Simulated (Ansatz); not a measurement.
Consider the substitution at a C–C bond: `C=CC(C)=N` + `NB(F)F` → `CNB(F)F` + `C=CC=N`.

Computed with Ansatz on PBE0-D4/def2-TZVP structures; ΔE is electronic, products minus reactants. CBS: MP2 limit from def2 TZ/QZ plus the TZ coupled-cluster correction, frozen cores. DFT in def2-TZVPP. B3LYP here is the variant with VWN-RPA as its local correlation; programs differ in this. Each species was taken in one conformer, which may not be the lowest.

`C=CC(C)=N`:

Cartesian coordinates in Å:
```
C 1.248 -0.583 -1.425
C 0.741 -0.519 -0.201
C -0.572 0.084 0.126
C -0.665 0.751 1.463
N -1.590 0.067 -0.634
H 2.218 -1.028 -1.614
H 0.719 -0.176 -2.281
H 1.324 -0.888 0.640
H -0.472 0.027 2.261
H -1.656 1.180 1.598
H 0.091 1.535 1.557
H -1.386 -0.451 -1.490
```

`NB(F)F`:

Z-matrix (Å, degrees):
```
N
B 1 1.392
H 1 1.003 2 122.4
H 1 1.003 2 122.4 3 -180.0
F 2 1.330 1 121.2 3 180.0
F 2 1.330 1 121.2 3 -0.0
```

`CNB(F)F`:

Cartesian coordinates in Å:
```
C -0.168 0.235 1.121
N 0.375 -0.378 -0.068
B 0.009 -0.092 -1.378
F -0.921 0.818 -1.662
F 0.581 -0.724 -2.402
H 0.605 0.754 1.696
H -0.922 0.967 0.835
H -0.643 -0.503 1.774
H 1.084 -1.076 0.083
```

`C=CC=N`:

Cartesian coordinates in Å:
```
C -0.646 -1.141 0.149
C 0.330 -0.328 0.536
C 0.725 0.891 -0.189
N -0.011 1.648 -0.891
H -0.902 -2.029 0.713
H -1.212 -0.957 -0.759
H 0.916 -0.572 1.419
H 1.779 1.169 -0.102
H -0.979 1.319 -0.875
```

```csv
level,ΔE (kJ/mol),difference from CCSD(T)/CBS
PBE-D4,56.3,-1.9
r2SCAN-D4,60.1,1.9
PBE0-D4,58.1,-0.1
B3LYP-D4,54.9,-3.3
ωB97X-V,56.2,-2.0
ωB97M-V,58.3,0.1
B2PLYP,55.9,-2.3
PBE,54.7,-3.5
r2SCAN,59.5,1.3
PBE0,56.7,-1.5
B3LYP,52.4,-5.8
HF/def2-TZVPP,52.9,-5.3
MP2/def2-TZVPP,62.5,4.3
SCS-MP2/def2-TZVPP,57.6,-0.6
CCSD/def2-TZVPP,56.4,-1.8
CCSD(T)/def2-TZVPP,57.2,-1.0
HF/def2-QZVPP,52.9,-5.3
MP2/def2-QZVPP,63.2,5.0
SCS-MP2/def2-QZVPP,58.3,0.1
HF/CBS(def2),53.0,-5.2
MP2/CBS(def2),63.6,5.4
CCSD/CBS(def2),57.4,-0.8
CCSD(T)/CBS,58.2,0
```

Largest T1 diagnostic among the species: 0.012.

In def2-TZVPP, CCSD(T) changes the Hartree–Fock value by +4.3 kJ/mol (the triples alone add +0.8 kJ/mol) and MP2 by +9.7 kJ/mol.
